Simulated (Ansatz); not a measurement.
Input and output for [Gd(NH3)6]3+ (GdN₆H₁₈³⁺).

```yaml
crystal:
  periodic: [false, false, false]
  atoms:
    - {symbol: Gd, position_ang: [0.001569, -0.000281, 0.001907]}
    - {symbol: N, position_ang: [-0.006698, 0.015243, 2.532808]}
    - {symbol: H, position_ang: [0.835209, 0.411891, 2.976016]}
    - {symbol: H, position_ang: [-0.086857, -0.908486, 2.983168]}
    - {symbol: H, position_ang: [-0.768934, 0.550149, 2.974606]}
    - {symbol: N, position_ang: [-0.019308, -0.011558, -2.528462]}
    - {symbol: H, position_ang: [-0.838553, -0.461363, -2.963226]}
    - {symbol: H, position_ang: [0.771521, -0.493294, -2.981080]}
    - {symbol: H, position_ang: [-0.005325, 0.916734, -2.976328]}
    - {symbol: N, position_ang: [2.532276, -0.017159, 0.005186]}
    - {symbol: H, position_ang: [2.981835, 0.909751, -0.030100]}
    - {symbol: H, position_ang: [2.978216, -0.515319, -0.779250]}
    - {symbol: H, position_ang: [2.972280, -0.452022, 0.829711]}
    - {symbol: N, position_ang: [-2.528827, 0.013113, -0.034399]}
    - {symbol: H, position_ang: [-2.959252, 0.572407, -0.785679]}
    - {symbol: H, position_ang: [-2.986925, 0.379696, 0.813018]}
    - {symbol: H, position_ang: [-2.975297, -0.908475, -0.152367]}
    - {symbol: N, position_ang: [0.020083, 2.529966, 0.015528]}
    - {symbol: H, position_ang: [0.306061, 2.964019, 0.905658]}
    - {symbol: H, position_ang: [-0.886407, 2.981679, -0.176214]}
    - {symbol: H, position_ang: [0.647207, 2.979045, -0.668233]}
    - {symbol: N, position_ang: [0.002860, -2.530312, 0.009672]}
    - {symbol: H, position_ang: [-0.208837, -2.975403, -0.895657]}
    - {symbol: H, position_ang: [-0.672785, -2.977698, 0.646733]}
    - {symbol: H, position_ang: [0.894897, -2.972311, 0.277004]}
basis:
  gaussian: {orbitals: def2-TZVP, nuclear_model: gaussian}
total_charge: 3
magnetization: {spin_polarized: false, initial_magnetization: 7}
hamiltonian: {xc: {name: r2SCAN}}
scf: {lower_state_search: off}
output: {forces: true}
```

```sh
$ ansatz run in.yaml --threads 4 --pin off --events-out ev --progress --plain --max-ram 6963MiB
```

It prints (some lines left out):

```
Functional definition: r2SCAN
  name "r2SCAN"
  cite "Furness, Kaplan, Ning, Perdew & Sun, J. Phys. Chem. Lett. 11, 8208 (2020) doi:10.1021/acs.jpclett.0c02405"
  cite "Furness, Kaplan, Ning, Perdew & Sun, J. Phys. Chem. Lett. 11, 9248 (2020) doi:10.1021/acs.jpclett.0c03077"
  parent r2scan
  parameter k0 = 0.174
  parameter k1 = 0.065
  parameter a1 = 4.9479
  exchange = r2scan_x(k0 = k0, k1 = k1, a1 = a1)
  correlation = r2scan_c
these checks for a lower state are left out or cut short: stability, starts, cluster_reference, orbital_swaps, neighbouring_geometries, increment
basis functions trapped inside cores are left out: 1
2518 factors; their error is unknown
mean field evaluation 1: about -29971.1387 eV, gradient 2.0e2 eV
mean field evaluation 2: about -29893.6001 eV, gradient 2.6e2 eV
mean field evaluation 4: about -29939.6728 eV, gradient 3.0e2 eV
mean field evaluation 8: about -30042.3533 eV, gradient 9.6e-1 eV
mean field evaluation 16: about -30042.2810 eV, gradient 2.9e-2 eV
mean field evaluation 32: about -30042.2810 eV, gradient 2.6e-6 eV
mean field -30042.28104521 eV, -1104.0334650219 hartree, gradient 6.4e-7 eV, S^2 15.750000; 0 other end points of the search recorded, 0 dependent functions left out
the calculation of the forces begins
reference -30042.28106582 eV, -1104.0334657795 hartree; 50, 43 occupied and 336, 343 virtual orbitals, 2518 factors
Total energy: -30042.28106582 eV, -1104.0334657795 hartree
Atom 0 at     0.001569    -0.000281     0.001907 Å, force    -0.001085    -0.000316    -0.000874 eV/Å
Atom 1 at    -0.006698     0.015243     2.532808 Å, force     0.000352     0.003036     0.412713 eV/Å
Atom 2 at     0.835209     0.411891     2.976016 Å, force    -0.183363    -0.085915    -0.136474 eV/Å
Atom 3 at    -0.086857    -0.908486     2.983168 Å, force     0.016909     0.200310    -0.139375 eV/Å
Atom 4 at    -0.768934     0.550149     2.974606 Å, force     0.164008    -0.115108    -0.135543 eV/Å
Atom 5 at    -0.019308    -0.011558    -2.528462 Å, force    -0.005249    -0.001489    -0.413644 eV/Å
Atom 6 at    -0.838553    -0.461363    -2.963226 Å, force     0.178204     0.097866     0.135975 eV/Å
Atom 7 at     0.771521    -0.493294    -2.981080 Å, force    -0.169331     0.104347     0.139009 eV/Å
Atom 8 at    -0.005325     0.916734    -2.976328 Å, force    -0.003807    -0.200866     0.137664 eV/Å
Atom 9 at     2.532276    -0.017159     0.005186 Å, force     0.413636    -0.001545     0.000306 eV/Å
Atom 10 at     2.981835     0.909751    -0.030100 Å, force    -0.138515    -0.200983     0.007298 eV/Å
Atom 11 at     2.978216    -0.515319    -0.779250 Å, force    -0.138181     0.107162     0.168815 eV/Å
Atom 12 at     2.972280    -0.452022     0.829711 Å, force    -0.136051     0.092818    -0.179795 eV/Å
Atom 13 at    -2.528827     0.013113    -0.034399 Å, force    -0.412893     0.001565    -0.007701 eV/Å
Atom 14 at    -2.959252     0.572407    -0.785679 Å, force     0.133915    -0.122254     0.163103 eV/Å
Atom 15 at    -2.986925     0.379696     0.813018 Å, force     0.139947    -0.079816    -0.181863 eV/Å
Atom 16 at    -2.975297    -0.908475    -0.152367 Å, force     0.138147     0.200394     0.024743 eV/Å
Atom 17 at     0.020083     2.529966     0.015528 Å, force     0.004498     0.413860     0.007471 eV/Å
Atom 18 at     0.306061     2.964019     0.905658 Å, force    -0.061710    -0.134206    -0.192492 eV/Å
Atom 19 at    -0.886407     2.981679    -0.176214 Å, force     0.195535    -0.139769     0.041600 eV/Å
Atom 20 at     0.647207     2.979045    -0.668233 Å, force    -0.136990    -0.138075     0.147129 eV/Å
Atom 21 at     0.002860    -2.530312     0.009672 Å, force     0.002489    -0.412461     0.000895 eV/Å
Atom 22 at    -0.208837    -2.975403    -0.895657 Å, force     0.046995     0.136808     0.195965 eV/Å
Atom 23 at    -0.672785    -2.977698     0.646733 Å, force     0.146056     0.137297    -0.137862 eV/Å
Atom 24 at     0.894897    -2.972311     0.277004 Å, force    -0.193515     0.137339    -0.057062 eV/Å
Dipole moment:    -0.000550     0.000481    -0.000620 e Å
Checks for a lower state left out: stability, starts, cluster_reference, orbital_swaps, neighbouring_geometries, increment
```

Hardware: 4 threads of Arm Neoverse V2 on a shared host. Wall time 27 s, peak host memory 1 GiB.

In the def2 sets Gd takes a core potential; there is no spin–orbit coupling.

With spin_polarized false and unpaired electrons the run is restricted open-shell.

The dipole of an ion depends on the origin.
